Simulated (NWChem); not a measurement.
System: bromine (Br₂); SMILES BrBr

Excerpt of the output:

```
             Northwest Computational Chemistry Package (NWChem) 7.3.0
             --------------------------------------------------------

 ORDER OF PRIMARY AXIS IS BEING SET TO 4
 D4H symmetry detected

                             Geometry "geometry" -> ""
                             -------------------------

 Output coordinates in angstroms (scale by  1.889725989 to convert to a.u.)

  No.       Tag          Charge          X              Y              Z
 ---- ---------------- ---------- -------------- -------------- --------------
    1 Br                  35.0000     0.00000000     0.00000000     1.14918400
    2 Br                  35.0000     0.00000000     0.00000000    -1.14918400

 Effective nuclear repulsion energy (a.u.)     282.0445333492

      Symmetry information
      --------------------

 Group name             D4h
 Group number             28
 Group order              16
 No. of unique centers     1

                                 NWChem DFT Module
                                 -----------------

 Summary of "ao basis" -> "ao basis" (spherical)
 ------------------------------------------------------------------------------
       Tag                 Description            Shells   Functions and Types
 ---------------- ------------------------------  ------  ---------------------
 Br                         cc-pvdz                 11       27   5s4p2d

      Symmetry analysis of basis
      --------------------------

        a1g        11
        a1u         0
        a2g         0
        a2u        11
        b1g         2
        b1u         2
        b2g         2
        b2u         2
        eg         12
        eu         12

            General Information
            -------------------
          SCF calculation type: DFT
          Wavefunction type:  closed shell.
          No. of atoms     :     2
          No. of electrons :    70
           Alpha electrons :    35
            Beta electrons :    35
          Charge           :     0
          Spin multiplicity:     1
          Use of symmetry is: on ; symmetry adaption is: on
          Maximum number of iterations: 150
          AO basis - number of functions:    54
                     number of shells:    22
          Convergence on energy requested:  1.00D-06
          Convergence on density requested:  1.00D-05
          Convergence on gradient requested:  5.00D-04

              XC Information
              --------------
                         B3LYP Method XC Potential
                     Hartree-Fock (Exact) Exchange  0.200
                        Slater Exchange Functional  0.800 local
                    Becke 1988 Exchange Functional  0.720 non-local
              Lee-Yang-Parr Correlation Functional  0.810
                  VWN I RPA Correlation Functional  0.190 local

             Grid Information
             ----------------
          Grid used for XC integration:  medium
          Radial quadrature: Mura-Knowles
          Angular quadrature: Lebedev.
          Tag              B.-S. Rad. Rad. Pts. Rad. Cut. Ang. Pts.
          ---              ---------- --------- --------- ---------
          Br                  1.15      112           8.0       590
          Grid pruning is: on
          Number of quadrature shells:   112
          Spatial weights used:  Erf1

      Superposition of Atomic Density Guess
      -------------------------------------

 Sum of atomic energies:       -5144.74415987

      Non-variational initial energy
      ------------------------------

 Total energy =   -5144.836371
 1-e energy   =   -7726.187645
 2-e energy   =    2299.306741
 HOMO         =      -0.323737
 LUMO         =      -0.125049

      Symmetry analysis of molecular orbitals - initial
      -------------------------------------------------

 !! scf_movecs_sym_adapt:    8 vectors were symmetry contaminated

  Symmetry fudging

 !! scf_movecs_sym_adapt:    8 vectors were symmetry contaminated

  Numbering of irreducible representations:

     1 a1g         2 a1u         3 a2g         4 a2u         5 b1g
     6 b1u         7 b2g         8 b2u         9 eg         10 eu

  Orbital symmetries:

     1 a1g         2 a2u         3 a2u         4 a1g         5 a2u
     6 a1g         7 eg          8 eg          9 eu         10 eu
    11 a1g        12 a2u        13 a1g        14 a2u        15 eu
    16 eu         17 eg         18 eg         19 a1g        20 eu
    21 eu         22 eg         23 eg         24 a2u        25 b2g
    26 b1g        27 b1u        28 b2u        29 a1g        30 a2u
    31 a1g        32 eu         33 eu         34 eg         35 eg
    36 a2u        37 a1g        38 eu         39 eu         40 a1g
    41 a2u        42 eu         43 eu         44 b1g        45 b2g

     ---------------------------------------------
      Total Density - Mulliken Population Analysis
     ---------------------------------------------

    Atom       Charge   Shell Charges
 -----------   ------   -------------------------------------------------------
    1 Br  35    35.00   2.00  2.00  2.01  1.03  0.92  6.00  6.00  2.51  2.51  9.97  0.06
    2 Br  35    35.00   2.00  2.00  2.01  1.03  0.92  6.00  6.00  2.51  2.51  9.97  0.06

   convergence    iter        energy       DeltaE   RMS-Dens  Diis-err
 ---------------- ----- ----------------- --------- --------- ---------
 d= 0,ls=0.0,diis     1  -5148.2746147810 -5.43D+03  8.95D-03  2.85D-01
 d= 0,ls=0.0,diis     2  -5148.2893627485 -1.47D-02  4.23D-03  6.43D-02
 d= 0,ls=0.0,diis     3  -5148.2975688258 -8.21D-03  1.16D-03  1.28D-02
 d= 0,ls=0.0,diis     4  -5148.2994348400 -1.87D-03  8.14D-05  1.08D-05
 d= 0,ls=0.0,diis     5  -5148.2994362619 -1.42D-06  2.10D-05  1.92D-06
 d= 0,ls=0.0,diis     6  -5148.2994364815 -2.20D-07  4.78D-07  1.08D-09

         Total DFT energy =    -5148.299436481459
      One electron energy =    -7724.942014919121
           Coulomb energy =     2477.245289941259
    Exchange-Corr. energy =     -182.647244852751
 Nuclear repulsion energy =      282.044533349155

 Numeric. integr. density =       70.000000071530

                  Occupations of the irreducible representations
                  ----------------------------------------------

                     irrep           alpha         beta
                     --------     --------     --------
                     a1g               8.0          8.0
                     a1u               0.0          0.0
                     a2g               0.0          0.0
                     a2u               7.0          7.0
                     b1g               1.0          1.0
                     b1u               1.0          1.0
                     b2g               1.0          1.0
                     b2u               1.0          1.0
                     eg                8.0          8.0
                     eu                8.0          8.0

                       DFT Final Molecular Orbital Analysis
                       ------------------------------------

 Vector   33  Occ=2.000000D+00  E=-3.626295D-01  Symmetry=eu
              MO Center=  1.4D-15,  1.4D-15, -4.9D-14, r^2= 2.5D+00
   Bfn.  Coefficient  Atom+Function         Bfn.  Coefficient  Atom+Function
  ----- ------------  ---------------      ----- ------------  ---------------
    13      0.318134  1 Br py                40      0.318134  2 Br py
    16      0.292389  1 Br py                43      0.292389  2 Br py
    12      0.210879  1 Br px                39      0.210879  2 Br px
    15      0.193814  1 Br px                42      0.193814  2 Br px
    24     -0.031502  1 Br d -1              51      0.031502  2 Br d -1

 Vector   34  Occ=2.000000D+00  E=-2.838520D-01  Symmetry=eg
              MO Center= -9.5D-16, -8.6D-16,  8.6D-15, r^2= 2.9D+00
   Bfn.  Coefficient  Atom+Function         Bfn.  Coefficient  Atom+Function
  ----- ------------  ---------------      ----- ------------  ---------------
    12      0.365597  1 Br px                15      0.363979  1 Br px
    39     -0.365597  2 Br px                42     -0.363979  2 Br px
    13     -0.206428  1 Br py                16     -0.205514  1 Br py
    40      0.206428  2 Br py                43      0.205514  2 Br py

 Vector   35  Occ=2.000000D+00  E=-2.838520D-01  Symmetry=eg
              MO Center=  4.5D-15,  4.4D-15,  4.9D-14, r^2= 2.9D+00
   Bfn.  Coefficient  Atom+Function         Bfn.  Coefficient  Atom+Function
  ----- ------------  ---------------      ----- ------------  ---------------
    13      0.365597  1 Br py                16      0.363979  1 Br py
    40     -0.365597  2 Br py                43     -0.363979  2 Br py
    12      0.206428  1 Br px                15      0.205514  1 Br px
    39     -0.206428  2 Br px                42     -0.205514  2 Br px

 Vector   36  Occ=0.000000D+00  E=-1.393027D-01  Symmetry=a2u
              MO Center= -5.6D-17, -1.0D-16, -1.9D-14, r^2= 3.3D+00
   Bfn.  Coefficient  Atom+Function         Bfn.  Coefficient  Atom+Function
  ----- ------------  ---------------      ----- ------------  ---------------
    17      0.605956  1 Br pz                44      0.605956  2 Br pz
    14      0.427036  1 Br pz                41      0.427036  2 Br pz
     5     -0.232486  1 Br s                 32      0.232486  2 Br s
     4     -0.139967  1 Br s                 31      0.139967  2 Br s
    25      0.054050  1 Br d  0              52     -0.054050  2 Br d  0

 Vector   37  Occ=0.000000D+00  E= 3.515161D-01  Symmetry=a1g
              MO Center= -1.0D-14,  7.4D-15, -1.8D-14, r^2= 2.8D+00
   Bfn.  Coefficient  Atom+Function         Bfn.  Coefficient  Atom+Function
  ----- ------------  ---------------      ----- ------------  ---------------
    25      0.559269  1 Br d  0              52      0.559269  2 Br d  0
    17      0.422073  1 Br pz                44     -0.422073  2 Br pz
     4      0.336851  1 Br s                 14     -0.338247  1 Br pz
    31      0.336851  2 Br s                 41      0.338247  2 Br pz
     5     -0.306996  1 Br s                 32     -0.306996  2 Br s

 Vector   38  Occ=0.000000D+00  E= 3.971019D-01  Symmetry=eu
              MO Center= -3.8D-16, -6.4D-16, -7.6D-14, r^2= 2.6D+00
   Bfn.  Coefficient  Atom+Function         Bfn.  Coefficient  Atom+Function
  ----- ------------  ---------------      ----- ------------  ---------------
    24      0.468985  1 Br d -1              51     -0.468985  2 Br d -1
    26      0.458394  1 Br d  1              53     -0.458394  2 Br d  1
    13      0.165041  1 Br py                40      0.165041  2 Br py
    12     -0.161314  1 Br px                39     -0.161314  2 Br px
    19     -0.127866  1 Br d -1              46      0.127866  2 Br d -1

     ---------------------------------------------
      Total Density - Mulliken Population Analysis
     ---------------------------------------------

    Atom       Charge   Shell Charges
 -----------   ------   -------------------------------------------------------
    1 Br  35    35.00   2.00  2.00  2.02  1.12  0.83  6.00  6.01  2.63  2.34  9.95  0.10
    2 Br  35    35.00   2.00  2.00  2.02  1.12  0.83  6.00  6.01  2.63  2.34  9.95  0.10

     -------------------------------------------
      Total Density - Lowdin Population Analysis
     -------------------------------------------

    Atom       Charge   Shell Charges
 -----------   ------   -------------------------------------------------------
    1 Br  35    35.00   2.00  1.99  1.78  1.17  0.98  6.00  5.92  2.62  2.48  9.80  0.26
    2 Br  35    35.00   2.00  1.99  1.78  1.17  0.98  6.00  5.92  2.62  2.48  9.80  0.26

     Multipole analysis of the density
     ---------------------------------

     L   x y z        total         alpha         beta         nuclear
     -   - - -        -----         -----         ----         -------
     0   0 0 0     -0.000000    -35.000000    -35.000000     70.000000

     1   1 0 0      0.000000      0.000000      0.000000      0.000000
     1   0 1 0     -0.000000     -0.000000     -0.000000      0.000000
     1   0 0 1     -0.000000     -0.000000     -0.000000      0.000000

     2   2 0 0    -27.407366    -13.703683    -13.703683      0.000000
     2   1 1 0      0.000000      0.000000      0.000000      0.000000
     2   1 0 1      0.000000      0.000000      0.000000      0.000000
     2   0 2 0    -27.407366    -13.703683    -13.703683      0.000000
     2   0 1 1     -0.000000     -0.000000     -0.000000      0.000000
     2   0 0 2    -23.541579   -176.831936   -176.831936    330.122293

            General Information
            -------------------
          SCF calculation type: DFT
          Wavefunction type:  closed shell.
          No. of atoms     :     2
          No. of electrons :    70
           Alpha electrons :    35
            Beta electrons :    35
          Charge           :     0
          Spin multiplicity:     1
          Use of symmetry is: on ; symmetry adaption is: on
          Maximum number of iterations: 150
          AO basis - number of functions:    54
                     number of shells:    22
          Convergence on energy requested:  1.00D-06
          Convergence on density requested:  1.00D-05
          Convergence on gradient requested:  5.00D-04

              XC Information
              --------------
                         B3LYP Method XC Potential
                     Hartree-Fock (Exact) Exchange  0.200
                        Slater Exchange Functional  0.800 local
                    Becke 1988 Exchange Functional  0.720 non-local
              Lee-Yang-Parr Correlation Functional  0.810
                  VWN I RPA Correlation Functional  0.190 local

             Grid Information
             ----------------
          Grid used for XC integration:  medium
          Radial quadrature: Mura-Knowles
          Angular quadrature: Lebedev.
          Tag              B.-S. Rad. Rad. Pts. Rad. Cut. Ang. Pts.
          ---              ---------- --------- --------- ---------
          Br                  1.15      112           8.0       590
          Grid pruning is: on
          Number of quadrature shells:   112
          Spatial weights used:  Erf1

          Convergence Information
          -----------------------
          Convergence aids based upon iterative change in
          total energy or number of iterations.
          Levelshifting, if invoked, occurs when the
          HOMO/LUMO gap drops below (HL_TOL):  1.00D-02
          DIIS, if invoked, will attempt to extrapolate
          using up to (NFOCK): 10 stored Fock matrices.

                    Damping( 0%)  Levelshifting(0.5)       DIIS
                  --------------- ------------------- ---------------
          dE  on:    start            ASAP                start
          dE off:    2 iters        150 iters           150 iters

                            NWChem DFT Gradient Module
                            --------------------------

  charge          =   0.00
  wavefunction    = closed shell

  Using symmetry

                         DFT ENERGY GRADIENTS

    atom               coordinates                        gradient
                 x          y          z           x          y          z
   1 Br      0.000000   0.000000   2.171643    0.000000   0.000000  -0.010467
   2 Br      0.000000   0.000000  -2.171643   -0.000000   0.000000   0.010467
```

Level: B3LYP/cc-pVDZ. Structure relaxed at the PBE0/def2-SVP level.

Problem. Write an input that gives this output.

Solution. This is not unique; one that fits is the input that was run:
```
start job
memory heap 200 mb stack 900 mb global 1100 mb
geometry units angstroms noautoz
  Br     0.000000     0.000000     1.149184
  Br     0.000000     0.000000    -1.149184
end
basis spherical
  * library cc-pvdz
end
dft
  xc b3lyp
  iterations 150
  mulliken
end
task dft gradient
```
